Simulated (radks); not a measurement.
The numbers below are computed, except where a source is named.
The mean radii <r> (bohr) of the occupied orbitals of an atom or ion are listed with their occupations. Level of theory: Dirac Kohn-Sham, BLYP, spin-unpolarised, spherical densities, point nucleus (a radial shooting solver on a logarithmic mesh with Libxc functionals).

orbital  occ.      <r>
1s1/2       2  0.01966
2s1/2       2  0.08274
2p1/2       2  0.06872
2p3/2       4  0.07622
3s1/2       2   0.2163
3p1/2       2   0.2061
3p3/2       4   0.2201
3d3/2       4   0.1935
3d5/2       6   0.1979
4s1/2       2   0.4869
4p1/2       2   0.4944
4p3/2       4   0.5264
4d3/2       4   0.5501
4d5/2       6   0.5613
5s1/2       2    1.167
5p1/2       2    1.290
5p3/2       4    1.385
4f5/2       6   0.6947
4f7/2       6   0.7057
6p1/2       2    3.379

Name the element and its charge. Open shells, if any, fill j = l - 1/2 first.

Answer. Z = 70, ytterbium, charge +2: Yb2+ in [Xe] 4f12 6p2. The 1s radius gives Z: for a bare nucleus <r> = (2 gamma + 1)/(2Z) with gamma = sqrt(1 - (Z/c)^2), 0.01942 bohr for Z = 70, and screening makes it slightly larger (0.01966 here). The occupations add up to 68, and the charge is Z minus that.
